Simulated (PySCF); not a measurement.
Screening by computed properties: pick the candidate that meets the target.

Species are written as SMILES; each is one conformer at its optimised geometry, gas phase, non-relativistic unless stated; the electronic structure was computed with PySCF and density fitting.

The conformers computed, where there is a choice (atom-mapped SMILES and torsion angles):
- `[CH2:1]=[CH:2][c:3]1[cH:4][c:5]([CH3:6])[pH:7][c:8]1[O:9][CH3:10]`: C1–C2–C3–C4 0°, P7–C8–O9–C10 13°
- `[CH3:1][c:2]1[cH:3][cH:4][cH:5][c:6]([P@@H:7]([CH3:8])=[O:9])[cH:10]1`: C5–C6–P7–C8 63°
- `[CH2:1]=[CH:2][p:3]1[c:4]([CH3:5])[cH:6][cH:7][c:8]1[O:9][CH3:10]`: C1–C2–P3–C4 -122°, C7–C8–O9–C10 3°
- `[CH3:1][CH2:2][CH2:3][c:4]1[cH:5][o:6][c:7]([SiH3:8])[cH:9]1`: C1–C2–C3–C4 64°, C2–C3–C4–C5 76°
- `[CH2:1]=[CH:2][CH2:3][Si@@H:4]1[CH2:5][CH2:6][C@@H:7]1[CH:8]=[O:9]`: C1–C2–C3–Si4 -107°, C2–C3–Si4–C5 -75°, C6–C7–C8–O9 -17°

The conformers of `C=C1C[C@@H]1[C@H]1CCO[SiH2]1` and `O=C1[SiH2]O[SiH2][C@@H]1C1CC1` aren't listed.

Question: Wanted: HOMO energy above -5.7 eV (PBE0/pcSseg-1) and HOMO–LUMO gap below 6 eV (PBE0/pcSseg-1), at GFN2-xTB geometries. Which candidate meets both?
A. `C=CC[Si@@H]1CC[C@@H]1C=O`
B. `CCCc1coc([SiH3])c1`
C. `CC1=CC([P@@H](C)=O)=CC=C1`
D. `C=C1C[C@@H]1[C@H]1CCO[SiH2]1`
E. `C=Cp1c(C)ccc1OC`
F. `C=Cc1cc(C)[pH]c1OC`
G. `O=C1[SiH2]O[SiH2][C@@H]1C1CC1`

Answer: F. Computed values:
| species | HOMO energy | HOMO–LUMO gap |
| --- | --- | --- |
| C=C1C[C@@H]1[C@H]1CCO[SiH2]1 | -7.53 eV | 7.55 eV |
| CC1=CC([P@@H](C)=O)=CC=C1 | -7.37 eV | 6.50 eV |
| C=CC[Si@@H]1CC[C@@H]1C=O | -7.11 eV | 6.63 eV |
| O=C1[SiH2]O[SiH2][C@@H]1C1CC1 | -6.64 eV | 5.34 eV |
| CCCc1coc([SiH3])c1 | -6.50 eV | 6.35 eV |
| C=Cp1c(C)ccc1OC | -5.75 eV | 5.04 eV |
| C=Cc1cc(C)[pH]c1OC | -5.56 eV | 4.61 eV |
